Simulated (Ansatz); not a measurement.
System: C2H6BO, net charge -1, singlet state. It need not be the lowest isomer of its formula. Whether it binds its extra electron was not tested at this geometry. SMILES: CB(O)[CH2-]
Structure (B3LYP-D3(BJ)/def2-TZVP (Ansatz, a program for electronic structure) minimum search):
```xyz
10

C     -1.3609    -0.7449     0.0580
B     -0.0980    -0.0166    -0.0156
C      1.3008    -0.5189     0.6027
O      0.0550     1.2691    -0.6647
H     -2.2999    -0.3819    -0.3709
H     -1.4614    -1.7117     0.5497
H      2.0751    -0.6141    -0.1718
H      1.6971     0.1939     1.3397
H      1.2056    -1.4902     1.0982
H     -0.8061     1.5175    -1.0129
```
Charge -1, spin multiplicity 1.

Parts of the frozen-core correlation energy in aug-cc-pVQZ (Ansatz, hartree). Frozen orbitals: 4; correlated occupied orbitals by spin: 12 and 12; virtual: 580 and 580. Spin-orbit coupling is left out. No relativistic terms.

```
term                            value
-------------------------  ----------
reference (HF)             -178.88030
MP2 opposite-spin            -0.59738
MP2 same-spin                -0.17634
CCSD correlation             -0.79324
(T)                          -0.03450
T1 diagnostic                   0.012
largest doubles amplitude       0.015
```
